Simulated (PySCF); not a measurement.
Several molecules and their computed UV-vis stick spectra, shuffled. Method used: TDDFT PBE0/def2-SVPD, vertical, gas phase, core orbitals frozen in the response in PySCF 2.14.0, density-fitted response routines. Geometries: GFN2-xTB; one conformer of each isolated species. Triplets are in the Tamm–Dancoff approximation.

A. `FCC(F)(F)[SiH2]O[SiH3]`
B. `CC(=S)c1ncnc(F)n1`
C. `COc1cnc(Cl)s1`
D. `CO[SiH2][SiH2]C(F)(F)F`
E. `[SiH]1(C[SiH2]C1)F`

Lowest singlet levels (six at most, fewer where fewer were computed) with oscillator strengths:

1. 6.21 eV (f 0.002); 6.38 eV (f 0.035); 7.31 eV (f 0.015); 7.32 eV (f 0.011); 7.40 eV (f 0.038); 7.64 eV (f 0.030); T1 5.63 eV
2. 4.74 eV (f 0.000); 4.91 eV (f 0.185); 5.74 eV (f 0.006); 5.79 eV (f 0.001); 6.11 eV (f 0.002); 6.30 eV (f 0.005); T1 3.33 eV
3. 6.75 eV (f 0.003); 6.91 eV (f 0.002); 7.08 eV (f 0.003); 7.26 eV (f 0.010); 7.28 eV (f 0.000); 7.51 eV (f 0.179); T1 6.47 eV
4. 1.55 eV (f 0.000); 3.55 eV (f 0.000); 3.80 eV (f 0.002); 3.96 eV (f 0.000); 4.62 eV (f 0.293); 4.83 eV (f 0.000); T1 1.07 eV
5. 6.88 eV (f 0.001); 7.17 eV (f 0.003); 7.76 eV (f 0.040); 7.88 eV (f 0.012); 7.95 eV (f 0.002); 8.18 eV (f 0.045); T1 6.55 eV

Question: Match each spectrum to its molecule.

Answer: 1 = D, 2 = C, 3 = E, 4 = B, 5 = A.
- A: S1 at 6.88 eV, HOMO→LUMO (96%); Löwdin shares by element: HOMO carbon 21% or more, oxygen 17%, silicon 14% or more, fluorine 10% or more (atoms not listed hold the other 38%); LUMO silicon 42%, oxygen 10%, hydrogen 8% or more (atoms not listed hold the other 41%); HOMO -8.38 and LUMO -0.23 eV.
- B: S1 at 1.55 eV, HOMO→LUMO (99%); Löwdin shares by element: HOMO sulfur 74%, carbon 15% or more, nitrogen 4% or more; LUMO carbon 33% or more, sulfur 33%, nitrogen 8% or more (atoms not listed hold the other 26%); HOMO -6.79 and LUMO -3.67 eV; point group Cs, 4 of its 6 listed states under f = 0.0005.
- C: S1 at 4.74 eV, HOMO→LUMO+1 (99%); Löwdin shares by element: HOMO carbon 55% or more, oxygen 16% (atoms not listed hold the other 29%); LUMO carbon 38% or more, sulfur 23%, nitrogen 18% (atoms not listed hold the other 21%); HOMO -6.51 and LUMO -0.86 eV; point group Cs, 1 of its 6 listed states under f = 0.0005.
- D: S1 at 6.21 eV, HOMO→LUMO (98%); Löwdin shares by element: HOMO oxygen 49%, silicon 14% or more, carbon 11% or more, hydrogen 8% or more (atoms not listed hold the other 19%); LUMO silicon 55%, hydrogen 13% or more (atoms not listed hold the other 32%); HOMO -8.57 and LUMO -1.01 eV; point group Cs.
- E: S1 at 6.75 eV, HOMO→LUMO (98%); Löwdin shares by element: HOMO carbon 36%, silicon 33% (atoms not listed hold the other 31%); LUMO silicon 38%, carbon 23% (atoms not listed hold the other 39%); HOMO -8.19 and LUMO -0.05 eV; point group Cs, 1 of its 6 listed states under f = 0.0005.
A and E have S1 within 0.13 eV of each other; their strongest listed levels stand at 8.18 eV (f 0.045) and 7.51 eV (f 0.179).
